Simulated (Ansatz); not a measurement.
Gas-phase electronic energies from Ansatz, PBE0-D4/def2-TZVP geometries. CCSD(T)/CBS is the MP2 limit (def2-TZVPP, def2-QZVPP) plus CCSD(T) − MP2 in def2-TZVPP, frozen cores. This one scheme is used for every species. DFT in def2-TZVPP. def2 core potentials past Kr. For In outer-core shells are correlated without core-valence functions, which leaves a few kJ/mol of doubt a bond. Each species was taken in one conformer, which may not be the lowest.

Consider the formal exchange of groups at the In–C bond: `[CH3][InH][Cl]` + `C=C` → `C=[CH][InH][Cl]` + CH₄.

```
    level  ΔE (kcal/mol)
revPBE-D4           -2.7
  BLYP-D4           -2.7
```

**Question.** What does CCSD(T)/CBS give? (Best estimate.)

**Answer.** The calculation gave: -2.5 kcal/mol. The listed levels differ from it by -0.2, -0.2 kcal/mol.

Largest T1 diagnostic among the species: 0.013.

At CCSD(T), def2-SVP lies −1.0 kcal/mol from the extrapolated value and def2-TZVPP −0.0 kcal/mol. Leaving LDA and LC-ωPBE aside and taking each functional with its dispersion term where it has one, the values, not all of them listed here, spread over 0.6 kcal/mol, from B97M-V to B2PLYP.
